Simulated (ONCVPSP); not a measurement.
Building the ONCV potential for manganese (PBE, scalar-relativistic).

The input file (ONCVPSP 4.0.1):

```
# ATOM AND REFERENCE CONFIGURATION
# atsym  z   nc   nv     iexc    psfile
  Mn 25.00    3    3        4      upf
#
#   n    l    f
    1    0    2.00
    2    0    2.00
    2    1    6.00
    3    0    2.00
    3    1    6.00
    3    2    4.00
#
# PSEUDOPOTENTIAL AND OPTIMIZATION
# lmax
    2
#
#   l,   rc,      ep,       ncon, nbas, qcut
    0    1.30    0.00    5    8    7.00
    1    0.85    0.00    4    7    9.10
    2    1.00    0.00    5   10   16.10
#
# LOCAL POTENTIAL
# lloc, lpopt,  rc(5),   dvloc0
    4    5    0.65    4.00
#
# VANDERBILT-KLEINMAN-BYLANDER PROJECTORs
# l, nproj, debl
    0    2    3.70
    1    2    0.80
    2    2    3.60
#
# MODEL CORE CHARGE
# icmod, fcfact, rcfact
    2    0.50    0.95
#
# LOG DERIVATIVE ANALYSIS
# epsh1, epsh2, depsh
   -6.00    5.00    0.04
#
# OUTPUT GRID
# rlmax, drl
    6.00    0.01
#
# TEST CONFIGURATIONS
# ncnf
    4
# nvcnf
#   n    l    f
    4
    3    0    2.00
    3    1    6.00
    3    2    5.00
    4    0    2.00
#
    4
    3    0    2.00
    3    1    6.00
    3    2    5.00
    4    0    1.00
#
    3
    3    0    2.00
    3    1    6.00
    3    2    5.00
#
    4
    3    0    2.00
    3    1    6.00
    3    2    5.00
    4    1    2.00
#
```

Command:

```bash
oncvpsp.x < Mn.dat > Mn.out
```

The program printed (shortened: citation, most of the input echo, consistency checks and plot data are left out):

```
ONCVPSP  (Optimized Norm-Conservinng Vanderbilt PSeudopotential)
scalar-relativistic version 4.0.1

#   n    l    f        energy (Ha)
    1    0    2.00    -2.3763748E+02
    2    0    2.00    -2.8703254E+01
    2    1    6.00    -2.4521935E+01
    3    0    2.00    -4.4771788E+00
    3    1    6.00    -3.3181826E+00
    3    2    4.00    -1.5141855E+00

Reference configufation results
  iterations    23
  all-electron total energy (Ha)   -1.15621816D+03

Begin loop to  construct optimized pseudo wave functions
and semi-local pseudopoentials for all angular momenta

WARNING wellstate: negative energy specified for n= 4 l=  0
WARNING scattering state with energy  0.25000000
WARNING will be used for the first projector

   Wellstate for l =  0  n =  6
     eigenvalue =   0.2500
     asymptotic potential =   0.7500
     half-point radius =  5.0167

Calculating optimized projector #   1

 for l=   0

    Fraction of norm inside rc  0.916596
    Optimizing pswf for qcut=   7.01 a_B^-1,  ecut=  24.54 Ha
    Residual kinetic energy error=  3.98D-03 Ha

    Energy error per electron        Cutoff
         Ha          eV             Ha
         0.01000     0.27211       20.45
         0.00100     0.02721       72.07
         0.00010     0.00272       96.61
         0.00001     0.00027      109.50

Calculating optimized projector #   2

 for l=   0

    Fraction of norm inside rc  0.022587
    Optimizing pswf for qcut=   7.01 a_B^-1,  ecut=  24.54 Ha
    Residual kinetic energy error=  8.30D-04 Ha

    Energy error per electron        Cutoff
         Ha          eV             Ha
         0.01000     0.27211        7.34
         0.00100     0.02721       23.71
         0.00010     0.00272       55.23
         0.00001     0.00027      110.13

WARNING wellstate: negative energy specified for n= 4 l=  1
WARNING scattering state with energy  0.25000000
WARNING will be used for the first projector

   Wellstate for l =  1  n =  5
     eigenvalue =   0.2500
     asymptotic potential =   0.7500
     half-point radius =  2.4014

Calculating optimized projector #   1

 for l=   1

    Fraction of norm inside rc  0.506281
    Optimizing pswf for qcut=   9.09 a_B^-1,  ecut=  41.33 Ha
    Residual kinetic energy error=  2.39D-03 Ha

    Energy error per electron        Cutoff
         Ha          eV             Ha
         0.01000     0.27211       21.98
         0.00100     0.02721       81.91
         0.00010     0.00272      185.05
         0.00001     0.00027      216.26

Calculating optimized projector #   2

 for l=   1

    Fraction of norm inside rc  0.020798
    Optimizing pswf for qcut=   9.09 a_B^-1,  ecut=  41.33 Ha
    Residual kinetic energy error=  1.80D-04 Ha

    Energy error per electron        Cutoff
         Ha          eV             Ha
         0.01000     0.27211       16.19
         0.00100     0.02721       23.07
         0.00010     0.00272       50.77
         0.00001     0.00027      238.14

   Wellstate for l =  2  n =  6
     eigenvalue =   2.0858
     asymptotic potential =   2.5858
     half-point radius =  3.2400

Calculating optimized projector #   1

 for l=   2

    Fraction of norm inside rc  0.548572
    Optimizing pswf for qcut=  16.10 a_B^-1,  ecut= 129.57 Ha
    Residual kinetic energy error=  2.60D-06 Ha

    Energy error per electron        Cutoff
         Ha          eV             Ha
         0.01000     0.27211       78.94
         0.00100     0.02721       97.16
         0.00010     0.00272      111.24
         0.00001     0.00027      122.52

Calculating optimized projector #   2

 for l=   2

    Fraction of norm inside rc  0.027391
    Optimizing pswf for qcut=  16.10 a_B^-1,  ecut= 129.57 Ha
    Residual kinetic energy error=  1.97D-06 Ha

    Energy error per electron        Cutoff
         Ha          eV             Ha
         0.01000     0.27211       64.94
         0.00100     0.02721       88.40
         0.00010     0.00272      106.57
         0.00001     0.00027      120.52

Construct Vanderbilt / Kleinmman-Bylander projectors

B matrix Hermiticity error, ll=   0
   1   2    3.2119E-04

  Orthonormal projector coefficients  2.0266E+01  3.6025E+00

B matrix Hermiticity error, ll=   1
   1   2   -2.8571E-04

  Orthonormal projector coefficients  1.2425E+01  3.3146E+00

B matrix Hermiticity error, ll=   2
   1   2    2.4105E-04

  Orthonormal projector coefficients -1.1231E+01 -2.4749E+00

Model core correction analysis
  based on d2Exc/dn_idn_j

d2excae - all-electron derivatives

   -4.406874D-02   -4.099251D-02   -3.247015D-02
   -4.099279D-02   -3.936079D-02   -3.207496D-02
   -3.247064D-02   -3.207523D-02   -3.084460D-02

d2excps - pseudofunction derivatives with no core correction

   -4.819454D-02   -4.179290D-02   -3.588510D-02
   -4.179379D-02   -4.072185D-02   -3.549720D-02
   -3.588632D-02   -3.549735D-02   -3.363038D-02

rms 2nd derivative error    2.880367E-03

amplitude prefactor, scale prefactor
   11.4024    1.1774

d2excps - pseudofunction derivatives with core correction

   -4.040371D-02   -3.975998D-02   -3.387225D-02
   -3.975992D-02   -4.014205D-02   -3.447530D-02
   -3.387244D-02   -3.447555D-02   -3.226595D-02

rms 2nd derivative error    1.959486E-03

Pseudoatom total energy -102.178326

Diagnostic tests using Vanderbilt-Kleinman-Bylander pseudopotentials
  1 or more projectors used as specified by nproj input data

   l    rcore       rmatch      e in        delta e   norm test  slope test

   0   1.3034317   1.3430067  -4.4771788  -0.0000005   1.0001534   1.0001505
   0   1.3034317   1.3430067   0.2500000   0.0000683   1.0002986   1.0002986

   1   0.8523768   0.8782568  -3.3181826  -0.0000480   1.0001609   1.0002449
   1   0.8523768   0.8782568   0.2500000   0.0000283   1.0004665   1.0004665

   2   1.0017910   1.0322075  -1.5141855   0.0000032   1.0001035   1.0000957
   2   1.0017910   1.0322075   2.0858145  -0.0000160   1.0004036   1.0004036

 Testing for bound ghosts
   n   l    E NL Schr. Eq   E Basis Diag.   E Cutoff

   1   0       -4.477179       -4.477171    155.23

   2   1       -3.318231       -3.310482    304.74

   3   2       -1.514182       -1.498344    551.66

 Testing for highly-localized positive-energy ghosts
       l    <radius>/rc     E Basis Diag.   E Cutoff

       0        0.958445       11.774889    155.23  WARNING - GHOST(+)

Test configuration 0

   n   l     f        eae           eps        diff
   1   0  2.0000 -237.63747944
   2   0  2.0000  -28.70325357
   2   1  6.0000  -24.52193477
   3   0  2.0000   -4.47717876   -4.47717926   -4.93D-07
   3   1  6.0000   -3.31818261   -3.31823062   -4.80D-05
   3   2  4.0000   -1.51418555   -1.51418233    3.22D-06

    Total energies and differences
      AE_ref= -1.15621816D+03  AE_tst= -1.15621816D+03  dif=  0.00D+00
      PS_ref= -1.02178326D+02  PS_tst= -1.02178326D+02  dif=  1.14D-13
      PSP excitation error= -1.14D-13

Test configuration 1

   n   l     f        eae           eps        diff
   1   0  2.0000 -236.28156533
   2   0  2.0000  -27.33959878
   2   1  6.0000  -23.15901013
   3   0  2.0000   -3.15601129   -3.15440034    1.61D-03
   3   1  6.0000   -2.00626481   -2.00612075    1.44D-04
   3   2  5.0000   -0.24883309   -0.24894894   -1.16D-04
   4   0  2.0000   -0.18768735   -0.18764156    4.58D-05

    Total energies and differences
      AE_ref= -1.15621816D+03  AE_tst= -1.15829576D+03  dif= -2.08D+00
      PS_ref= -1.02178326D+02  PS_tst= -1.04255979D+02  dif= -2.08D+00
      PSP excitation error=  5.63D-05

Test configuration 2

   n   l     f        eae           eps        diff
   1   0  2.0000 -236.58646210
   2   0  2.0000  -27.63769634
   2   1  6.0000  -23.45768062
   3   0  2.0000   -3.45823770   -3.45653582    1.70D-03
   3   1  6.0000   -2.30896586   -2.30871186    2.54D-04
   3   2  5.0000   -0.54785911   -0.54801228   -1.53D-04
   4   0  1.0000   -0.43650685   -0.43640035    1.07D-04

    Total energies and differences
      AE_ref= -1.15621816D+03  AE_tst= -1.15798646D+03  dif= -1.77D+00
      PS_ref= -1.02178326D+02  PS_tst= -1.03946727D+02  dif= -1.77D+00
      PSP excitation error=  1.01D-04

Test configuration 3

   n   l     f        eae           eps        diff
   1   0  2.0000 -236.94529016
   2   0  2.0000  -27.98656573
   2   1  6.0000  -23.80738106
   3   0  2.0000   -3.81096504   -3.80925288    1.71D-03
   3   1  6.0000   -2.66172490   -2.66135308    3.72D-04
   3   2  5.0000   -0.89366356   -0.89391130   -2.48D-04

    Total energies and differences
      AE_ref= -1.15621816D+03  AE_tst= -1.15741322D+03  dif= -1.20D+00
      PS_ref= -1.02178326D+02  PS_tst= -1.03373577D+02  dif= -1.20D+00
      PSP excitation error=  1.95D-04

Test configuration 4

   n   l     f        eae           eps        diff
   1   0  2.0000 -236.39469197
   2   0  2.0000  -27.44636399
   2   1  6.0000  -23.26611330
   3   0  2.0000   -3.26848364   -3.26701089    1.47D-03
   3   1  6.0000   -2.11893078   -2.11875982    1.71D-04
   3   2  5.0000   -0.35630799   -0.35649262   -1.85D-04
   4   1  2.0000   -0.10024676   -0.10023760    9.16D-06

    Total energies and differences
      AE_ref= -1.15621816D+03  AE_tst= -1.15800434D+03  dif= -1.79D+00
      PS_ref= -1.02178326D+02  PS_tst= -1.03964672D+02  dif= -1.79D+00
      PSP excitation error=  1.74D-04
```

The run took about 6.8 s on one core of a shared server CPU.
